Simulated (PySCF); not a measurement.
C₃H₆FNSi, SMILES F[SiH2]N1C=CC1.

Geometry: B3LYP-D3(BJ)/def2-SVP. This is a generated structure with no PubChem entry under its InChIKey; it may be hypothetical. Other conformers were not sampled.

Two levels are set side by side: TDDFT-PBE/def2-SVPD (PySCF) and TDDFT-M06-2X/def2-SVPD (PySCF). Vertical, same geometry. The lowest singlet is HOMO→LUMO+1 83 % with PBE and HOMO→LUMO 84 % with the other functional; states are paired by order. Differences are taken from unrounded values.

```json
[
 {"quantity": "lowest singlet excitation (eV)", "TDDFT-PBE": "5.10"},
 {"quantity": "lowest triplet excitation (TDA) (eV)", "TDDFT-PBE": "3.79"},
 {"quantity": "first bright state (f over 0.05) (eV)", "TDDFT-PBE": "5.44"},
 {"quantity": "its oscillator strength", "TDDFT-PBE": "0.18"}
]
```

Task: These are the TDDFT-PBE values. What does TDDFT-M06-2X give? (The exact figures need the calculation; the answer reports its results.)

Result: 
```
quantity                               TDDFT-M06-2X  TDDFT-PBE minus TDDFT-M06-2X
-------------------------------------  ------------  ----------------------------
lowest singlet excitation (eV)                 5.99                         -0.89
lowest triplet excitation (TDA) (eV)           4.10                         -0.31
first bright state (f over 0.05) (eV)          5.99                         -0.55
its oscillator strength                        0.09                          0.09
```

Functionals without exact exchange tend to place singlet excitations lower, as here. Differences between two approximate levels are no errors against the true value.

Rough cost on one machine, each run with all the roots and properties that it gave: TDDFT-M06-2X against TDDFT-PBE about 20 times.
